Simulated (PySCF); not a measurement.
Si(H)(F)(Cl)(Et) (C2H6ClFSi), SMILES C(C)[SiH](F)Cl. Atoms are numbered in the order given.

```xyz
11

Si     0.5165    -0.3815    -0.4196
F      1.2526    -1.0198     0.8781
Cl     0.5796     1.6680    -0.2029
C     -1.2491    -0.9542    -0.4660
C     -2.0683    -0.5633     0.7617
H      1.3131    -0.7527    -1.6148
H     -1.6991    -0.5491    -1.3897
H     -1.2271    -2.0511    -0.5965
H     -2.0980     0.5296     0.8873
H     -3.1058    -0.9208     0.6821
H     -1.6370    -0.9892     1.6803
```

Geometry: PBE0-D3(BJ)/def2-SVP. The structure was generated by enumeration, and PubChem lists no compound with its InChIKey, so it may never have been made. Other conformers were not sampled.

Calculation: PySCF with SMD-PBE0/6-31G*.

Solvation free energies are E(SMD) − E(gas) at the gas-phase geometry, for 1 M in both phases. In vacuum the dipole moment is 2.48 D.

Computed solvation free energies in water, acetone, tetrahydrofuran:
```csv
solvent,ΔG(solv) (kcal/mol),its non-electrostatic (CDS) part,dipole (D)
water,-0.1,3.2,3.11
acetone,-4.3,-1.2,3.07
tetrahydrofuran,-3.7,-1.0,2.99
```
